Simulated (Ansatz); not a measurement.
B(PF3)H3 (BPH₃F₃), relaxed as a singlet with RKS PBE-D4/def2-SVP in Ansatz, starting from the GFN2-xTB geometry. Force threshold 0.02 eV/Å.

Another isomer (singlet) lies 1.86 eV lower at PBE0-D4/def2-TZVP; other spin states weren't run for this one.

Start:

Cartesian coordinates in Å:
```
B -0.524 -0.727 -0.699
F 1.847 0.264 0.908
F -0.199 0.755 1.912
F 0.526 1.995 0.078
P 0.343 0.465 0.451
H -1.619 -0.295 -0.798
H -0.471 -1.771 -0.148
H 0.098 -0.685 -1.703
```

(1) Estimate the energy that the relaxation releases and the steps that it takes.

(2) Does the start keep its bonding and symmetry?

(3) Predict the relaxed structure.

## Answers

(1) 22.3 kJ/mol, in 5 steps; 6.5 s on 2 threads of Intel Xeon Platinum 8488C on a shared host. No frequencies were taken in this run, so the end may be a saddle point.

(2) By distances, no bond broke or formed. The bond that changes most is B1–H7, from 1.18 to 1.22 Å (atoms count from 1). Point group C3 at the start, C3v at the end, both within 0.05 Å.

(3) 
```xyz
8

B    -0.508   -0.704   -0.677
F     1.861    0.180    0.839
F    -0.267    0.683    1.913
F     0.470    1.994   -0.003
P     0.344    0.475    0.457
H    -1.630   -0.222   -0.773
H    -0.444   -1.762   -0.065
H     0.175   -0.644   -1.692
```
Bond lengths: 3 × F–P 1.59 Å; 1 × B–P 1.84 Å; 3 × B–H 1.22 Å.
